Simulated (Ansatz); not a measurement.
A nudged elastic band was laid between two geometries of BrH + FH3Si (7 atoms, charge 0, multiplicity 1).

The calculation used RKS BHLYP/def2-SVP in Ansatz.

```
movable images  : 7
climbing image  : yes
spring          : 50.0 eV/Å²
optimiser       : quadratic models (default)
start path      : through a guess of the saddle point
force threshold : 0.05 eV/Å
iteration limit : 60
end points      : relaxed
```

Image 0:

```xyz
7
Properties=species:S:1:pos:R:3
Si 0.423 0.000 -0.325
F -0.346 0.000 1.109
H 1.872 0.000 -0.055
H 0.018 1.216 -1.053
H 0.018 -1.216 -1.053
Br -3.476 0.000 2.537
H -2.141 0.000 2.054
```

Image 8:

```xyz
7
Properties=species:S:1:pos:R:3
Si -0.317 0.000 -0.562
F -0.200 0.002 3.020
H 0.710 -0.001 0.490
H -0.248 1.213 -1.396
H -0.249 -1.213 -1.396
Br -2.318 -0.001 0.469
H -1.009 0.001 2.587
```

**Question.** Which bonds break or form, and what moves?

**Answer.** Bonds broken: Si1–F2, Br6–H7. Bonds formed: Si1–Br6, F2–H7. BrH + FH3Si becomes BrH3Si + FH.

**Question.** Give the energies along the band, and the barrier.

**Answer.** The forces met the threshold. The highest image is number 5 of 0 to 8, 38.8 kcal/mol above the first end and 27.6 kcal/mol above the last; the last end lies 11.2 kcal/mol above the first. Another band between the same ends (7 images) ends at a top of the same energy, where a vibrational analysis finds 2 clearly imaginary modes. The orbitals stay closed-shell, which can raise the energy where a bond breaks towards radicals; this wasn't checked here.

```csv
image,path coordinate (Å),energy (kcal/mol),Si1–F2 (Å),Br6–H7 (Å),Si1–Br6 (Å)
0,0.00,0.0,1.63,1.42,4.84
1,0.63,0.1,1.63,1.42,4.50
2,1.26,0.2,1.63,1.42,4.08
3,1.89,2.0,1.63,1.42,3.51
4,2.52,18.5,1.70,1.50,2.96
5,3.15,38.8,1.98,1.92,2.62
6,3.80,28.4,2.51,2.10,2.37
7,4.44,14.6,3.05,2.25,2.27
8,5.08,11.2,3.58,2.49,2.25
```

**Question.** What is the geometry of the highest image?

**Answer.** 
```xyz
7
Properties=species:S:1:pos:R:3
Si -0.162 -0.008 -0.094
F -0.118 0.046 1.887
H 1.304 -0.042 0.114
H -0.462 1.281 -0.729
H -0.480 -1.251 -0.810
Br -2.610 -0.052 0.828
H -1.103 0.026 2.018
```

Time of the run: 2.2 min on 2 threads of Arm Neoverse V2 (shared host), peak memory 0.17 GiB.
